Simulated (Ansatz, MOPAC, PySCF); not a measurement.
Spectroscopic constants of HSn+, closed-shell singlet (lowest of 2S+1 = 1, 3 at CCSD(T)/def2-TZVPP on PBE0 minima; our sources give no spin for the ground state, which may be another). No spin–orbit coupling.

Constants: fifth-degree fit in 1/R to seven points, most abundant isotopes. In def2 and cc sets the state is the lowest found near the PBE0 minimum, followed along R. The singlet is held restricted.

Correlated levels freeze the inner cores; with def2 sets outer-core shells near the valence are correlated too. CBS(a, b) extrapolates the correlation energy as X⁻³ and adds the Hartree–Fock energy of set b. Rows in LANL2DZ carry no dispersion term and start afresh at each structure. LANL2DZ brings its own core potentials from Na on. The state that PM6 reach isn't checked.

Codes used: Ansatz (an electronic-structure program) with Gaussian orbitals; MOPAC for PM6 (differences of heats of formation); PySCF for LANL2DZ rows.  In def2 rows elements past Kr take small-core potentials, without spin–orbit coupling.

| level | r_e (Å) | ω_e (cm⁻¹) | ω_e x_e (cm⁻¹) |
|---|---|---|---|
| PM6 | 1.701 | 2401 | 31 |
| BP86/LANL2DZ | 1.790 | 1732 | 22 |
| B97M-V/def2-TZVPP | 1.772 | … | 23 |
| CAM-B3LYP/def2-TZVPP | 1.753 | 1858 | 23 |
| wB97X-V/def2-TZVPP | 1.748 | 1885 | 22 |
| CCSD/def2-TZVPP | 1.745 | 1865 | 27 |
| CCSD/def2-QZVPP | 1.746 | 1861 | 29 |
| CCSD(T)/CBS(def2-TZVPP, def2-QZVPP) | … | … | 32 |

Question: Some entries are withheld; supply them.

Answer: 
- CCSD(T)/CBS(def2-TZVPP, def2-QZVPP), r_e (Å): 1.750
- CCSD(T)/CBS(def2-TZVPP, def2-QZVPP), ω_e (cm⁻¹): 1840
- B97M-V/def2-TZVPP, ω_e (cm⁻¹): 1770
